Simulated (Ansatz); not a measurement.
C₃H₉As⁺, that is AsH2(iPr) with one electron fewer. Total charge 1; doublet. Geometry r2SCAN-D4/def2-SVP; atoms count from 1.

```xyz
13

As   -0.274    0.779   -1.699
H    -1.662    1.322   -1.930
H     0.647    1.928   -2.025
C    -0.037    0.173    0.183
C     1.402   -0.206    0.466
C    -1.081   -0.856    0.568
H    -0.280    1.169    0.626
H     2.125    0.562    0.155
H     1.668   -1.168    0.002
H     1.506   -0.330    1.557
H    -1.027   -0.993    1.661
H    -2.109   -0.545    0.329
H    -0.878   -1.834    0.107
```

(1) Estimate the Mulliken populations from the PBE0/def2-TZVP orbitals of Ansatz.

(2) Where does the spin sit?

(3) And the Mayer bond orders between heavy atoms (over 0.3)?

Results:

(1) 
```csv
atom,charge (e),spin (α − β)
As1,0.29,0.85
H2,0.18,0.01
H3,0.18,0.01
C4,-0.14,0.09
C5,-0.36,0.00
C6,-0.36,0.00
H7,0.19,0.04
H8,0.16,0.00
H9,0.17,0.01
H10,0.18,0.00
H11,0.18,0.00
H12,0.16,0.00
H13,0.17,0.01
```
Mulliken values depend strongly on the basis.

(2) Summed by element: As 0.85, H 0.07, C 0.08, of 1 unpaired in all. Largest on single atoms: As1 0.85, C4 0.09, H7 0.04.

(3) As1–C4 0.91 (1.99 Å); C4–C5 1.01 (1.52 Å); C4–C6 1.01 (1.52 Å).
